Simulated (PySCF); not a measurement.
CH₃CdI. Atoms are numbered in the order given.

```xyz
6

Cd     0.0000     0.0000     1.0868
I      0.0000     0.0000    -1.5511
C      0.0000     0.0000     3.2157
H     -0.8976    -0.5182     3.5818
H      0.0000     1.0364     3.5818
H      0.8976    -0.5182     3.5818
```
Charge 0, spin multiplicity 1.

The structure is a stationary point at B3LYP-D3(BJ)/def2-SVP. The def2 effective core potentials stand for the cores of Cd, I; spin–orbit coupling is left out.

These are ωB97X/def2-TZVPD run with PySCF values and carry that method's errors.

The molecule is in vacuum.

```
Item                                                                                                            Result
---------------------------------------------------------------------------------------------  -----------------------
total energy                                                                                        -505.51446 hartree
point group                                                                                                        C3v
highest occupied level                                                                                        -9.51 eV
lowest empty level                                                                                             0.62 eV
orbital gap                                                                                                   10.13 eV
dipole moment                                                                                                   2.71 D
quadrupole, principal values (traceless, Buckingham form, about the centre of nuclear charge)    -2.91, 1.46, 1.46 D·Å
mean static polarisability                                                                       85.4 bohr³ (12.66 Å³)
polarisability, principal values                                                               66.4, 66.4, 123.4 bohr³
```
